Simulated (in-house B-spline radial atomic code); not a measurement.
Configurations of Kr III (Kr2+), with energies counted from [Ar] 3d10 4s2 4p4. Method: Dirac-Hartree-Fock, average of configuration, Fermi nucleus of rms radius 4.1884 fm. Calculated with an all-electron radial atomic-structure program (B-spline basis). Energies include first-order Breit, QED and recoil terms.

Occupations are held fixed; configurations that lie above the ionisation limit could autoionise.

```json
{"configuration": "[Ar] 3d10 4s2 4p3 8s1", "E - E(ref) (eV)": "32.354", "highest orbital": "8s1/2", "its <r> (bohr)": "16.55"}
{"configuration": "[Ar] 3d10 4s1 4p4 5f1", "E - E(ref) (eV)": "48.26", "highest orbital": "5f5/2", "its <r> (bohr)": "10.09"}
{"configuration": "[Ar] 3d10 4s1 4p4 5g1", "E - E(ref) (eV)": "48.377", "highest orbital": "5g7/2", "its <r> (bohr)": "9.154"}
{"configuration": "[Ar] 3d10 4s1 4p4 6f1", "E - E(ref) (eV)": "49.796", "highest orbital": "6f5/2", "its <r> (bohr)": "15.48"}
{"configuration": "[Ar] 3d10 4s1 4p4 7g1", "E - E(ref) (eV)": "50.776", "highest orbital": "7g7/2", "its <r> (bohr)": "21.14"}
{"configuration": "[Ar] 3d9 4s2 4p5", "E - E(ref) (eV)": "81.507", "highest orbital": "4p3/2", "its <r> (bohr)": "1.682"}
```

Problem. Order these further configurations by energy, lowest first.
A. [Ar] 3d10 4s2 4p3 6g1
B. [Ar] 3d9 4s2 4p4 7s1
C. [Ar] 3d9 4s2 4p4 5f1
D. [Ar] 3d10 4s2 4p3 6f1
E. [Ar] 3d10 4s1 4p4 7f1

Solution. D (32.594 eV), A (32.663 eV), E (50.724 eV), B (114.51 eV), C (115.02 eV).

Problem. How far above the reference does [Ar] 3d10 4s1 4p4 8f1 lie?

Solution. 51.326 eV; its least bound orbital is 8f5/2 with <r> = 29.29 bohr.

Problem. How far above the reference does [Ar] 3d9 4s2 4p4 8g1 lie?

Solution. 118.12 eV; its least bound orbital is 8g7/2 with <r> = 28.64 bohr.
